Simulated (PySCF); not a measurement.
SMILES C#CC1([C@@H]2C[C@H]2[S-])CC1, [C8H9S]-, charge -1

Geometry (Å), atoms numbered from 1 in this order:
```xyz
18

C     1.7034    1.9478   -1.6232
C     1.2004    1.0584   -0.9938
C     0.5678    0.0140   -0.2468
C    -0.9302    0.1368   -0.2261
C    -1.6249    0.8382    0.9123
C    -1.8187   -0.6429    0.7134
S    -3.3474   -1.3248    0.1564
C     1.3326   -0.5235    0.9367
C     1.2099   -1.3543   -0.3009
H     2.1297    2.7295   -2.1783
H    -1.3472    0.3184   -1.2128
H    -1.0141    1.1801    1.7413
H    -2.4466    1.4980    0.6710
H    -1.3147   -1.2835    1.4382
H     0.7719   -0.8172    1.8112
H     2.2931   -0.0772    1.1609
H     0.5389   -2.1995   -0.2795
H     2.0873   -1.4923   -0.9185
```

Total charge -1.

Computed with TDDFT LC-wPBE/def2-SVPD circular dichroism and optical rotation, one conformer, gas phase (PySCF 2.14.0). Geometry: GFN2-xTB.

The molecule is flexible and this is one conformer; a measurement averages over conformers. For a gas-phase anion, states above the detachment energy (about 2.6 eV, taken as minus the energy of the highest occupied orbital) lie in the continuum and depend on the basis.

Stereocentres: C4 S, C6 R.

Problem. What is the specific rotation at 633, 589.3, 546, 436, 405, 365, 355 nm?

Solution. [α] in deg dm⁻¹ (g/mL)⁻¹:
```
λ (nm)  origin-invariant length gauge  modified velocity gauge  length gauge (centre of mass)  isotropic polarisability (au)
   633                          -30.5                    -55.5                          -27.9                          128.7
 589.3                          -32.9                    -62.3                          -29.7                          129.5
   546                          -34.5                    -69.7                          -30.6                          130.6
   436                          -19.2                    -80.9                          -11.8                          135.4
   405                           +4.6                    -70.6                          +14.1                          137.9
   365                          +86.5                    -14.4                         +100.5                          142.5
   355                         +126.9                    +17.4                         +142.4                          144.1
```

Where the gauges differ in sign the basis doesn't settle the rotation.

Problem. And for the mirror image at 589.3 nm?

Solution. +32.9 deg dm⁻¹ (g/mL)⁻¹ (origin-invariant length gauge): the same size and the opposite sign.

Problem. What is the molar rotation [Φ] = [α]·M/100 of the geometry above at 589.3 nm?

Solution. With M = 137.22 g/mol, -45.1 deg cm² dmol⁻¹ (origin-invariant length gauge).

The first excitation lies at 4.66 eV (266 nm) with R = +7.6 × 10⁻⁴⁰ esu² cm² (velocity form).
